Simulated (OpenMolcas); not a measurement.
Ce3+ with its 6 nearest oxide ions at 2.457 Å, on the Sr site of SrO (a = 5.1602 Å, distance in the model lattice 2.580 Å). The rest of the host is ab initio model potentials to 7.6 Å, with orthogonalisation functions on the cations behind the ligands, and point charges beyond; the distance is set by hand and nothing relaxes, and no local charge compensation is placed. Ligand basis ANO-RCC-VDZP.
```
Ce    0.0000    0.0000    0.0000
O     2.4570    0.0000    0.0000
O     0.0000    2.4570    0.0000
O    -2.4570    0.0000    0.0000
O     0.0000   -2.4570    0.0000
O     0.0000    0.0000    2.4570
O     0.0000    0.0000   -2.4570
```

```json
{
  "Program": "OpenMolcas 26.06",
  "Method": "SS-CASPT2, IPEA 0.25 Eh, imaginary shift 0.1 Eh (closed shells correlated: 5s 5p and the ligand valence shells)",
  "Basis": "ANO-RCC-VDZP [7s6p4d2f1g]",
  "Scalar Hamiltonian": "DKH2, point nucleus",
  "Active space": "1 electron in 7 orbitals (4f)",
  "State averaging": "2S+1 = 2 odd, 7 roots",
  "Spin-orbit coupling": "RASSI with atomic mean-field integrals over the reference wave functions"
}
```

**Question.** What is the spin-free ground state (labels of O, the rotations of Oh)?

**Answer.** 2A2, 1-fold in its orbital part, 100 % from free-ion F terms; it has the highest spin that f1 allows.

**Question.** Where is the first state of the same spin?

**Answer.** 2T2 at 868 cm-1 above the ground state.

**Question.** What are the lowest two levels with spin-orbit coupling?

**Answer.** A 2-fold level Γ7 with g = 1.02, 1.02, 1.02, then a 4-fold level Γ8 1230 cm-1 above it. Their leading multiplicities are 2 (100 %) and 2 (100 %).

**Question.** What is χT at 300 K, and how does it compare with the textbook value?

**Answer.** Hund's rules give f1 the level 2F5/2 with g = 0.857, so an isolated free-ion multiplet has χT = g² J(J+1) / 8 = 0.804 cm3 K/mol. The computed 0.331 at 300 K differs by -59 %, through the field's splitting, the mixing of terms and any other multiplet in reach.

Roots that are degenerate in the reference are averaged as groups; the widest CASPT2 spread within a group is 85 cm-1 (the 3-fold group of multiplicity 2 near 2570 cm-1 above the lowest state of its run). Shifts and gaps below about the spread of the groups concerned are not significant. Over all roots computed the reference weight is 0.70; a low but even weight reflects the number of correlated electrons. Splittings of an f shell from a small cluster at a set distance can be off by tens of per cent, mostly too small. No measured value stands beside these numbers; the geometry was set by hand and not optimised.
